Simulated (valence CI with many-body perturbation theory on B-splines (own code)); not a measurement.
A CI+MBPT run for Xe5+

Computed by valence CI with perturbative core correlation (CI+MBPT): three valence electrons over a frozen Dirac-Fock core [Kr] 4d10, a basis of 6 s, 6 p, 5 d, 3 f, 1 g functions for each j, with the one-electron correlation potential Σ1 (screened to all orders), the two-electron term Σ2, the three-electron term Σ3, Breit, model QED; selected single and double excitations, second order for the rest, scaled by the run's own slope (own B-spline code, finite nucleus).

Command, and the settings that its task file holds:

```sh
python run_cv.py task.json out
```

```
atom Xe  Z=54  mass_number=132  rms_radius_fm=4.7859
core [Kr] 4d10
valence 5s2 5p1
avg = 1
basis = S
breit = 1
cap = 20000
capref = 1200
cscale = 1
de = 0.0
dress = 0
eps = 2e-08
extrap = 1
h = 0.27
hh = 1
l2 = 3
lcore = 6
maxit = 60
n2 = 5
natural = 1
nlev = 30
nno = [3, 3, 3, 2, 1]
nroot = 26
nsp = [3, 3, 2, 1, 0]
pt2 = 1
qed = 1
rpa = 1
s1 = 1
s2 = 1
s3 = 1
screen = 1
tol = 2e-05
whole = 1
```

It took 81 s on 1 thread of Arm Neoverse N1, on a shared host.

Log. The first blocks belong to the next ion, which gives the ionisation energy. Fields: 2J, parity (1 odd), roots, reference size, generating configurations, candidates as configurations/state functions, variational space P, stored matrix elements, Davidson steps; e2 is the range of second-order energies in hartree. The first line gives the box (bohr), its intervals, the orbitals and the steps of their self-consistent field. Window is the range of levels sought, series limit the energy at which the first omitted orbital would enter, core excitation an estimate of the first excitation out of the core, left out the lowest levels not solved, and shifts from estimates the range by which levels moved from their first estimate, all in cm⁻¹.

```
rmax 14.5 intervals 63 orbitals 36 references ['5s2 5p', '5s 5p2', '5s2 5d', '4f 5s2'] scf 8 t 3.0
2J=0 par=0 roots 2 ref 15 generators 7 cand 92/92 P 106/106 nnz 0 it 0
2J=0 par=0 roots 2 ref 15 generators 16 cand 1/1 P 107/107 nnz 0 it 0
   second order: generators 21 cand 0/0 e2 -0.00000 -0.00000
reference levels 157, estimated 102, window 275630 1/cm; series limit 334578, core excitation 516395
2J=1 par=1 roots 6 ref 13 generators 26 cand 1246/1868 P 1309/1920 nnz 0 it 4
2J=1 par=1 roots 6 ref 13 generators 69 cand 1761/2587 P 1666/2457 nnz 0 it 6
   second order: generators 124 cand 1499/2179 e2 -0.00001 -0.00000
2J=3 par=1 roots 10 ref 21 generators 34 cand 1616/3553 P 1506/3089 nnz 1.3e+06 it 5
2J=3 par=1 roots 10 ref 21 generators 75 cand 2105/4393 P 1888/3915 nnz 2e+06 it 9
   second order: generators 156 cand 1944/3968 e2 -0.00001 -0.00000
2J=1 par=0 roots 5 ref 17 generators 20 cand 1189/1781 P 1262/1861 nnz 0 it 4
2J=1 par=0 roots 5 ref 17 generators 46 cand 1763/2588 P 1615/2362 nnz 0 it 5
   second order: generators 103 cand 1560/2279 e2 -0.00001 -0.00000
2J=3 par=0 roots 6 ref 24 generators 17 cand 1231/2688 P 1409/2878 nnz 1.2e+06 it 4
2J=3 par=0 roots 6 ref 24 generators 50 cand 2114/4440 P 1717/3586 nnz 1.7e+06 it 5
   second order: generators 109 cand 2066/4225 e2 -0.00001 -0.00000
2J=5 par=0 roots 7 ref 23 generators 18 cand 1500/3798 P 1399/3140 nnz 1.4e+06 it 4
2J=5 par=0 roots 7 ref 23 generators 54 cand 2162/5146 P 1653/3818 nnz 2e+06 it 8
   second order: generators 104 cand 2216/5063 e2 -0.00001 -0.00000
2J=5 par=1 roots 7 ref 18 generators 22 cand 1517/3930 P 1343/3012 nnz 1.4e+06 it 5
2J=5 par=1 roots 7 ref 18 generators 55 cand 2322/5488 P 1691/3885 nnz 2.1e+06 it 10
   second order: generators 125 cand 2155/4964 e2 -0.00001 -0.00000
2J=7 par=1 roots 4 ref 13 generators 18 cand 1758/4355 P 1068/2372 nnz 0 it 8
2J=7 par=1 roots 4 ref 13 generators 47 cand 2271/5433 P 1390/3183 nnz 1.5e+06 it 9
   second order: generators 95 cand 2083/4850 e2 -0.00001 -0.00000
2J=7 par=0 roots 4 ref 13 generators 10 cand 1070/2814 P 1138/2619 nnz 1.1e+06 it 4
2J=7 par=0 roots 4 ref 13 generators 28 cand 1480/3878 P 1324/3119 nnz 1.5e+06 it 5
   second order: generators 55 cand 1938/4585 e2 -0.00001 -0.00000
2J=9 par=1 roots 1 ref 6 generators 5 cand 1130/2597 P 433/889 nnz 0 it 0
2J=9 par=1 roots 1 ref 6 generators 11 cand 1528/3491 P 597/1240 nnz 0 it 0
   second order: generators 26 cand 1979/4425 e2 -0.00001 -0.00001
2J=9 par=0 roots 3 ref 6 generators 10 cand 1103/2611 P 813/1726 nnz 0 it 5
2J=9 par=0 roots 3 ref 6 generators 34 cand 1744/4007 P 1079/2361 nnz 0 it 5
   second order: generators 60 cand 1664/3621 e2 -0.00001 -0.00000
2J=11 par=0 roots 1 ref 1 generators 2 cand 481/1101 P 319/646 nnz 0 it 0
2J=11 par=0 roots 1 ref 1 generators 6 cand 833/1894 P 419/882 nnz 0 it 0
   second order: generators 15 cand 1099/2302 e2 -0.00000 -0.00000
left out: unestimated 355558, estimated 295656, shifts from estimates -5 to 1
operators 7.1
```

The Davidson iterations converged.

Against 16 measured levels this calculation errs by 444 cm⁻¹ on average and by 761 at most. These come from a selection out of Saloman, J. Phys. Chem. Ref. Data 33, 765 (2004). Levels without a partner in it may be off by more, other configurations by several thousand cm⁻¹.

```yaml
Valence_energy: -9.725614 hartree
Ionisation_energy: "66.688 eV (NIST: 66.703 ± 0.007 eV (measured))"
Reference_configurations_for_the_orbitals: 5s2 5p, 5s 5p2, 5s2 5d, 4f 5s2
Radial_orbitals: 36
Box_radius: 14.52 bohr
Largest_variational_space: 3915
Lowest_levels: 5s2 5p 2P°_1/2 0.0, 5s2 5p 2P°_3/2 15596, 5s 5p2 4P_1/2 92177, 5s 5p2 4P_3/2 99942, 5s 5p2 4P_5/2 106820, 5s 5p2 2D_3/2 124790, 5s 5p2 2D_5/2 129100, 5s 5p2 2P_1/2 142290, 5s 5p2 2S_1/2 158330, 5s 5p2 2P_3/2 159690, 5s2 5d 2D_3/2 180890, 5s2 5d 2D_5/2 182980, 4f 5s2 2F°_5/2 185730, 4f 5s2 2F°_7/2 186070 cm⁻¹
```

Names give the largest LS component (configuration and term), which can be under half, so a name can repeat, a term be missing and a line seem to break the LS rules; names also repeat where a configuration has a term twice.
